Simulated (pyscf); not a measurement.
HO–SiH₂• -> •O–SiH₃, a hydrogen shift (doublet surface; H–O broken, H–Si formed). Single points on ωB97X-D3(BJ)/def2-SVP structures (PySCF, gas phase). MP2 and CC: frozen core, UHF for open shells. ΔMP2 is the change of the MP2 total energy from the triple- to the quadruple-zeta basis. Energies in eV from the reactant's lowest minimum found.

Small-basis levels: PySCF, no dispersion term, spherical d functions. AM1 to PM7: differences of heats of formation from MOPAC. GFN2-xTB: tblite. Open shells are spin-unrestricted. 

```
level                             barrier  reaction energy
--------------------------------  -------  ---------------
HF/6-31G*                            2.36            +0.25
PBE/6-31G*                           1.76            +1.02
B3LYP/3-21G                          2.13            +0.83
B3LYP/6-31G*                         1.91            +0.86
M06-2X/6-31G*                        2.13            +1.01
GFN2-xTB                             1.41            +0.83
PM6                                  1.14            +1.35
CCSD(T)/def2-TZVPP + ΔMP2(QZVPP)     2.06            +1.23
```

Against the last row the barrier runs from -0.93 (PM6) to +0.29 eV (HF/6-31G*); B3LYP/3-21G happens to lie closest here (0.07 eV apart). At PM6 this geometry lies under one side, so the entry may be no barrier of that level: it is a single point on another level's saddle. CCSD(T)/def2-TZVPP + ΔMP2(QZVPP) has limits of its own. One saddle was located; it need not be the lowest between these sides. The CCSD(T) − MP2 part came from Ansatz, without density fitting, on the same reference.
